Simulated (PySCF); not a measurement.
C₃H₁₀Si₃.
SMILES with atom numbers: `[CH3:1][C:2]#[C:3][SiH:4]([SiH3:5])[SiH3:6]` (hydrogens: H7, H8, H9 on C1; H10 on Si4; H11, H12, H13 on Si5; H14, H15, H16 on Si6)

Method: PBE0-D3(BJ)/def2-SVP geometry optimisation, gas phase (PySCF 2.14.0); density fitting, grid level 1; the optimiser is geomeTRIC in internal coordinates, started from a GFN2-xTB structure with every atom displaced at random (about 0.01 Å).

Step 0: E = -26881.6979 eV
```
atom  x, y, z in Å  |  force x, y, z in eV/Å
C1      3.4192   -0.8011    0.2633   -1.379   1.256   0.008
C2      1.9845   -0.5835   -0.0085    0.503  -0.150   0.067
C3      0.7963   -0.4181   -0.2396    0.940   0.027   0.328
Si4    -0.9513   -0.1596   -0.5742   -0.241  -0.219  -0.112
Si5    -2.1996   -0.9732    1.2253   -0.420   0.519   0.136
Si6    -1.3275    2.0667   -1.1390   -0.322   0.069   0.420
H7      3.9266    0.1818    0.2624    0.046  -0.194   0.046
H8      3.8527   -1.4063   -0.5151    0.417  -0.590  -0.416
H9      3.5301   -1.2469    1.2497    0.245  -0.307   0.270
H10    -1.2213   -1.0251   -1.7444   -0.313  -0.111  -0.324
H11    -1.9210   -0.2195    2.4711    0.156   0.244   0.157
H12    -1.9486   -2.3772    1.5462    0.230  -0.647  -0.069
H13    -3.6664   -0.8256    0.9854   -0.066   0.019  -0.147
H14    -2.7482    2.3065   -1.4644   -0.397  -0.058  -0.082
H15    -0.5444    2.5019   -2.2881    0.477   0.055  -0.602
H16    -1.0002    2.9766   -0.0193    0.126   0.087   0.320
```

Problem. Estimate the geometry and energy of step 1. (The exact step hangs on the optimiser's Hessian estimate; all steps are aligned on step 0, rigid shifts and turns removed.)

Solution. E = -26881.8428 eV, largest force 0.239 eV/Å
```
atom  x, y, z in Å  |  force x, y, z in eV/Å
C1      3.4135   -0.7413    0.2822    0.030  -0.196  -0.132
C2      2.0012   -0.6110   -0.0202   -0.061   0.076   0.028
C3      0.8152   -0.4886   -0.2808    0.020  -0.025  -0.026
Si4    -0.9595   -0.2439   -0.6364   -0.116   0.038   0.007
Si5    -2.2279   -0.9178    1.2224    0.083  -0.061  -0.074
Si6    -1.3339    2.0301   -1.0907    0.074  -0.063  -0.059
H7      3.9063    0.2419    0.2984    0.020   0.031   0.001
H8      3.9125   -1.3623   -0.4862   -0.031   0.101   0.159
H9      3.5679   -1.2190    1.2640    0.003   0.015  -0.051
H10    -1.3813   -1.0550   -1.8275    0.053   0.025   0.050
H11    -1.8487   -0.1165    2.4249    0.010   0.004   0.014
H12    -1.9668   -2.3677    1.4853   -0.046   0.019   0.056
H13    -3.6851   -0.7181    0.9508   -0.011  -0.007  -0.001
H14    -2.7824    2.2767   -1.3731   -0.001  -0.006  -0.006
H15    -0.5239    2.4287   -2.2850   -0.035   0.051   0.026
H16    -0.9261    2.8614    0.0826    0.008  -0.001   0.008
```

The energy changes by -0.1449 eV. The first-order estimate −F·Δx gives -0.3206 eV and the mean of the old and new forces, exact on a quadratic surface, -0.1431 eV. The step makes an angle of 74° with the force vector and moves no atom by more than 0.183 Å.

What follows is the cost of the whole optimisation. The run took 47 s wall on Arm Neoverse V1, one thread, on a shared host, and the process peaked at 0.57 GiB of memory.
